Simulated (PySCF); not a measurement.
Cl₃Si, SMILES Cl[Si](Cl)Cl (connectivity only; charge and spin as stated), charge +1, multiplicity 1. Geometry optimised at PBE0-D3(BJ)/def2-SVP. The multiplicity is an assumed one; other spin states were not compared. The isomer is the one that the SMILES or the coordinates give; other isomers of the formula were not compared.

Calculation: PySCF with PBE0-D3(BJ)/def2-SVP.

Harmonic wavenumbers (cm⁻¹): 181, 181, 235, 460, 761, 761. Rotational constants (GHz): 2.467, 2.467, 1.233; symmetry number 6.

Problem. Work out the zero-point energy and the ideal-gas rigid-rotor harmonic-oscillator thermochemistry at 298.15 K and 1 atm.

Solution. ZPE = ½ Σ hcν = ½ × 2579 cm⁻¹ = 15.42 kJ/mol. H − E(el) = 30.93 kJ/mol. Entropy in J/(mol K): translation 169.87, rotation 102.89, vibration 32.36, total 305.11. G − E(el) = -60.04 kJ/mol. Cp = 67.95 J/(mol K).
